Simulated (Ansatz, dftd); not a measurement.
Reaction: C2H5Si (SMILES C[Si][CH2], doublet) → C2H5Si (SMILES [CH]=C[SiH3], doublet)
Each species at its own B3LYP-D3(BJ)/def2-TZVP minimum (Ansatz, a program for electronic structure).

Wanted: isomerisation energy (electronic), in kJ/mol. UHF or UKS for unpaired electrons; spin-orbit terms are left out. Cores are frozen in correlated methods. Rows without X2C or -DK are non-relativistic. CBS(X,Y): correlation extrapolated as X^-3, Hartree-Fock from the larger set. A bracket is a step between two methods taken in the basis named. The functionals are non-relativistic, so their misses hold any scalar relativity. Double hybrids freeze cores in their MP2 part. 'core' is core correlation in cc-pwCVTZ (1s frozen past Ne), 'X2C' scalar relativity in cc-pVTZ-DK, both at CCSD(T). The UHF reference of C2H5Si ([CH2][Si]C, doublet) is spin-contaminated (<S^2> up to 0.37 over the pure value in the sets run). The UHF reference of C2H5Si ([CH]=C[SiH3], doublet) is spin-contaminated (<S^2> up to 0.17 over the pure value in the sets run).

Compared with CCSD(T)/CBS(cc-pV(T+d)Z,cc-pV(Q+d)Z) + [CCSDT(Q) - CCSD(T)]/cc-pV(D+d)Z + core + X2C (Ansatz): 51.6 kJ/mol.

Costs are rough ratios of core time, to one figure, on one kind of shared machine, summed over the single points of the molecules; atoms, geometries and frequencies are left out. The first row took roughly 20 core seconds; short runs hold start-up time.

| level | program | cost relative to the first row | difference (kJ/mol) |
|---|---|---|---|
| B3LYP-D4/def2-TZVPD | Ansatz + dftd4 | 1 | -8.2 |
| PBE0/def2-TZVPD | Ansatz | 1 | 5.4 |
| r2SCANh-D4/def2-TZVPD | Ansatz + dftd4 | 1 | -0.8 |
| B2PLYP-D3(BJ)/def2-TZVPD | Ansatz + dftd3 | 2 | -5.5 |
| wB97M-V/def2-TZVPD | Ansatz | 2 | -6.3 |
| CCSD(T)/cc-pV(T+d)Z | Ansatz | 10 | -3.8 |
| CCSDT(Q)/cc-pV(D+d)Z | Ansatz | 90 | -12.9 |

The dearest row costs roughly 90 times the first. Costs within a factor of two don't rank. The table holds for this case alone.
